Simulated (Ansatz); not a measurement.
Ideal-gas functions of CH$_{3}$BN$_{2}$ (`N=C1BN1`) at 500 K and 1 bar, from an Ansatz frequency run at PBE0-D4/def2-TZVP.

Molar mass 53.86 g/mol, point group Cs (symmetry number 1), electronic degeneracy 1, moments of inertia 17.366, 67.18, 84.546 u Å². Harmonic wavenumbers (cm⁻¹, unscaled): 359, 455, 600, 773, 812, 828, 856, 990, 1047, 1200, 1394, 1854, 2755, 3466, 3580.

Use S(trans) = R[1.5 ln M + 2.5 ln T − 1.1517]; rotational temperatures θ = 24.2544 K / I; S(rot) = R[ln(√π/σ · √(T³/θAθBθC)) + 1.5]; for each mode x = 1.438777 ν̃/T, S = R[x/(eˣ − 1) − ln(1 − e⁻ˣ)] and H = RT x/(eˣ − 1); 1 cm⁻¹ = 0.0119627 kJ/mol; R = 8.31446 J/(mol·K).

Task: By hand: the entropy, in J/(mol·K).

Result: Translation 169.3. Rotation: θ = 1.3967, 0.361, 0.2869 K, giving 102.8. Vibration, mode by mode: 8.40, 6.64, 4.74, 3.19, 2.92, 2.82, 2.65, 1.95, 1.71, 1.21, 0.77, 0.26, 0.03, 0.00, 0.00, in all 37.3. Electronic 0.0. Sum 309.4 J/(mol·K).

Task: By hand: H − E and G − E in kJ/mol, counted from the electronic energy.

Result: Zero-point energy ½ × 20969 × 0.0119627 = 125.4; thermal vibration 12.3; translation, rotation and pV give 4 RT = 16.6. H − E = 154.3 kJ/mol, and G − E = 154.3 − 500 × 309.4/1000 = -0.4 kJ/mol.

Vibration gives 12 % of the entropy. The sum counts one conformer and one mirror image; others add a mixing term.
